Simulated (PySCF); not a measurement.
Computed shifts of a molecule C₅H₈Si, KT2/pcSseg-1 run with PySCF, GIAO, gas phase, atoms alike by connectivity averaged where their shifts nearly agree, in ppm (number of nuclei): ¹³C: 140.4 (1), 128.5 (1), 86.0 (1), 84.0 (1), -4.2 (1). ²⁹Si: -31.1 (1). ¹H: 6.60 (1), 6.38 (1), 4.78 (1), 4.59 (1), 3.86 (1), 0.71 (3). References: ¹³C against TMS (σ = 185.1 ppm); ²⁹Si against TMS (σ = 361.9 ppm); ¹H against TMS (σ = 31.47 ppm), references at their B3LYP-D3(BJ)/def2-TZVP geometries, non-relativistic. Geometry: B3LYP-D3(BJ)/def2-SVP. Other conformers were not sampled.

Task: Which molecule gave these data?
(A) C=C=C[SiH2]C=C
(B) C#CC(=C)[SiH2]C
(C) C=C1CC(=C)[SiH2]1
(D) C=C=C([SiH3])C=C

Result: B, C#CC(=C)[SiH2]C
